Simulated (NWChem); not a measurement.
stibine (SbH₃); SMILES [SbH3]

Computed with NWChem. Structure relaxed at the PBE0-D3(BJ)/def2-TZVP level. def2 effective core potentials on Sb; no spin-orbit coupling. Vertical excitations in the gas phase; the lowest state need not have the same character in each row.

```csv
level,basis functions,"lowest excitation, singlet (eV)",oscillator strength of that lowest state,orbital gap (eV),relative time
"PBE/def2-SVP, TDA",41,6.45,0.098,5.69,1
"PBE/def2-SVPD, TDA",56,6.12,0.152,5.59,2
"PBE/def2-TZVP, TDA",68,6.27,0.080,5.63,3
"PBE/def2-TZVPD, TDA",83,6.02,0.158,5.55,6
```

The last column is a rough cost ratio, cheapest run = 1.
